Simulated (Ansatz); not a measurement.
Basis-set extrapolation for `CN(C)B(N)N` (PBE0-D4/def2-TZVP geometry, frozen core, the Gaussian-basis code of Ansatz). Multiplicity 1, RHF reference.

|  | def2-TZVPP | def2-QZVPP |
| --- | --- | --- |
| HF | -269.811212 | -269.824688 |
| MP2 correlation | -1.092202 | -1.166303 |
| CCSD(T) correlation | -1.184457 | not run |

Energies in hartree. Use E(X) = E(∞) + A·exp(−7.88·√X) for Hartree–Fock and E(X) = E(∞) + B·X^(−2.97) for correlation, with X = 3 and 4, and add CCSD(T) minus MP2 of the smaller set to the MP2 limit.

Question: What is the CCSD(T) energy at the basis-set limit?

Answer: HF limit: -269.824688 + (-0.013476) × 0.13774 = -269.82654. MP2 limit: -1.166303 + (-0.074101) × 0.74074 = -1.22119. Higher-order term: -1.184457 − (-1.092202) = -0.09226. Total: -271.13999 hartree, 3.93 eV below CCSD(T)/def2-TZVPP.
